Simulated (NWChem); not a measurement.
System: H2TeS2; SMILES [Te](S)S

```xyz
5

Te     0.0000     0.0000     0.5600
S      1.9266    -0.0383    -0.9327
H      2.0297     1.3129    -1.1025
S     -1.9266     0.0383    -0.9327
H     -2.0297    -1.3129    -1.1025
```
Atoms are numbered in this order, from 1.

Level: PBE-D3(BJ)/def2-SVP with def2 effective core potentials on Te (NWChem), optimised geometry, unscaled harmonic frequencies. def2 effective core potentials on Te; no spin-orbit coupling.

Problem. List the harmonic frequencies with IR intensities, and the thermochemistry.

Solution. 
```tsv
frequency (cm⁻¹)	IR intensity (km/mol)
115	0.3
312	24.6
318	46.6
325	0.2
340	1.8
712	2.5
723	0.9
2587	0.7
2588	0.1
```

```json
{
 "zero_point_energy": "11.5 kcal/mol",
 "thermal correction to the enthalpy at 298.15 K (with zero-point energy)": "15.4 kcal/mol",
 "heat capacity Cv": "16.0 cal/(mol K)",
 "entropy at 298.15 K and 1 atm (symmetry number 2)": "76.7 cal/(mol K)"
}
```

Rigid rotor and harmonic oscillator.
